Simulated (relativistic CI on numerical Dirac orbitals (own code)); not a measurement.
Fe2+ in a cubic cluster: 3s photoemission with charge transfer

Computed with a charge-transfer multiplet model of a cubic metal-ligand cluster with up to 3 ligand holes, Slater and spin-orbit integrals from Dirac-Coulomb-Breit ions, Slater integrals scaled by 0.8. The ground state mixes d6 with configurations of k ligand holes L, whose averages lie at kΔ + k(k − 1)U_dd/2; a core hole lowers each added d electron by U_cd. 300 K, Lorentzian 1.4 eV and Gaussian 0.8 eV FWHM.

Atomic integrals in eV (Slater integrals scaled, ζ unscaled), ground: F2dd 8.723, F4dd 5.416, zeta_d 0.049; with the core hole: F2dd 9.668, F4dd 6.046, zeta_d 0.058, G2cd 9.843.

Cluster parameters (eV): U_dd = 7.3, U_cd = 8.9, 10Dq = 1.45, 10Dq(ligand) = 1.1, V(eg) = 1.6, V(t2g) = -0.72, final-state hopping factor = 0.8.

Weights, n_d and S are thermal averages at 300 K. Binding energies count from the first peak over 30 % of the highest in each spectrum, which can be another peak from case to case. The parameters are a model scan and need not match a compound or its usual spin state. Peaks in eV (height, largest 100): 0.0 (100), 2.6 (44), 4.1 (48), 8.3 (44), 11.0 (23), 13.0 (51).

Which parameters give this spectrum?
A. Δ = 0.7 eV
B. Δ = 5.7 eV
C. Δ = -0.3 eV
D. Δ = 2.7 eV
E. Δ = 4.7 eV

B. Δ = 5.7 eV; the ground state then has 6.10 d electrons and S = 1.87. The choice follows from running the model for each set and comparing peak positions and heights. Without intra-shell correlation the exchange splitting of the 3s hole comes out too large.
